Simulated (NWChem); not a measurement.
# C3H8As, doublet; SMILES C[C](C)[AsH2]

```xyz
12

C     -0.0394     1.6446     1.2807
C      0.1204     0.8979     0.0000
C     -0.0394     1.6446    -1.2807
As    -0.0501    -1.0222     0.0000
H     -1.0866     1.9717     1.4454
H      0.5712     2.5655     1.2732
H      0.2571     1.0538     2.1609
H      0.5712     2.5655    -1.2732
H     -1.0866     1.9717    -1.4454
H      0.2571     1.0538    -2.1609
H      0.9608    -1.2859    -1.1137
H      0.9608    -1.2859     1.1137
```
Atoms are numbered in this order, from 1.

Results from NWChem. Spin-unrestricted. In the optimisation the excess spin sits in a' (Cs, its own frame). Geometry: optimised at PBE0/def2-SVP, spin-unrestricted. Not confirmed as a minimum by frequencies. No stability test was run on the SCF state.

Q: Taking CAM-B3LYP/def2-TZVP as the yardstick, which of these has the fewest basis functions while keeping “dipole (D)” within 0.1 D of it: CAM-B3LYP/STO-3G; CAM-B3LYP/def2-SVP; CAM-B3LYP/def2-SVPD?

A: CAM-B3LYP/def2-SVP.
| level | basis functions | dipole (D) |
|---|---|---|
| CAM-B3LYP/STO-3G | 41 | 0.77 |
| CAM-B3LYP/def2-SVP | 114 | 0.88 |
| CAM-B3LYP/def2-SVPD | 162 | 0.92 |
| CAM-B3LYP/def2-TZVP | 189 | 0.90 |

The yardstick is one finite set, not the basis-set limit.
